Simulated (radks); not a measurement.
The numbers below are computed, except where a source is named.
Initial-state core-level shifts of neutral technetium when its valence configuration changes from [Kr] 4d5 5s2. Level of theory: scalar-relativistic Kohn-Sham, PBEsol, spin-polarised, spherical densities, finite nucleus; open shells are filled with parallel spins first (spin-orbit coupling, left out, can overturn this in heavy ions); Fermi nuclear charge, rms radius 4.4112 fm (a radial shooting solver on a logarithmic mesh with Libxc functionals). Shifts are changes of the shell-averaged eigenvalues in eV (positive: less bound); the change of the density at the nucleus, which sets a Mossbauer isomer shift, is in e/bohr^3, on a base of 1.021e+05.

| valence | 1s | 2p | 3s | 3d | density at nucleus |
|---|---|---|---|---|---|
| 4d5 5s1 5p1 | -1.099 | -1.099 | -1.108 | -1.108 | -10.25 |
| 4d4 5s2 5p1 | -5.235 | -5.475 | -5.385 | -5.409 | +8.46 |
| 4d6 5s1 | +3.076 | +3.254 | +3.231 | +3.245 | -14.68 |
| 4d5 5p2 | -2.396 | -2.359 | -2.389 | -2.384 | -25.84 |
| 4d4 5s1 5p2 | -6.143 | -6.389 | -6.311 | -6.335 | -5.29 |
| 4d6 5p1 | +1.655 | +1.885 | +1.839 | +1.858 | -27.80 |
| 4d3 5s1 5p3 | -11.518 | -12.076 | -11.853 | -11.910 | +0.60 |
| 4d5.5 5s1.5 | +1.586 | +1.681 | +1.666 | +1.673 | -7.72 |
| 4d3 5s2 5p2 | -10.737 | -11.284 | -11.044 | -11.102 | +17.89 |
